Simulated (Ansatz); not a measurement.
Stepwise reaction of `C[SiH2][SiH2]C` with water, as a gas-phase model of exchange steps in deposition or etching. ΔE in kJ/mol.

Calculated with Ansatz (gas phase, PBE0-D4/def2-TZVP geometries, no zero-point term in ΔE). CCSD(T)/CBS is the MP2 limit (def2-TZVPP, def2-QZVPP) plus CCSD(T) − MP2 in def2-TZVPP, frozen cores. This one scheme is used for every species. Functionals use def2-TZVPP. B3LYP here is the variant with VWN-RPA as its local correlation; programs differ in this. One conformer a species, not always the lowest.

```
step                                         reaction  PBE-D4  B3LYP-D4  ωB97M-V  CCSD(T)/CBS
   1  `C[SiH2][SiH2]C` + H₂O → `C[SiH2][SiH2]O` + CH₄   -78.7     -90.1    -86.3        -83.2
   2  `C[SiH2][SiH2]O` + H₂O → `O[SiH2][SiH2]O` + CH₄   -79.9     -92.4    -89.7        -86.2
```

Task: By hand: ΔE of the 2 steps together at CCSD(T)/CBS.

Result: (-83.2) + (-86.2) = -169.4 kJ/mol, or -84.7 kJ/mol a step.

In ΔE the steps differ by no more than 3.0 kJ/mol. All are downhill at CCSD(T)/CBS. PBE-D4 differs from CCSD(T)/CBS by 4.5 to 6.3 kJ/mol a step. Only this route is followed, and other bonds may react first. Isolated molecules leave out the surface, adducts and barriers. Largest T1 diagnostic: 0.012.
